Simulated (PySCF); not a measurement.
CH5ClFNSi, SMILES NC[Si@H](F)Cl. Coordinates come from a PBE0-D3(BJ)/def2-SVP optimisation. The structure was generated by enumeration; whether it is a known compound was not checked. Other conformers were not sampled.

Task: Give the equilibrium geometry at PBE0-D3(BJ)/def2-SVP (PySCF confirms it by a frequency run) as a Z-matrix. (The exact figures need the calculation; the answer reports its results.)

Result: One answer among several that fit: 
```
C
H 1 1.1034
H 1 1.1038 2 104.99
N 1 1.4586 2 109.90 3 117.97
H 4 1.0181 1 111.49 2 61.24
H 4 1.0182 5 106.89 1 -121.36
Si 1 1.8698 2 110.24 3 -117.45
F 7 1.6256 1 106.92 2 -179.33
H 7 1.4860 8 106.63 6 -97.23
Cl 7 2.0597 9 109.21 8 116.30
```
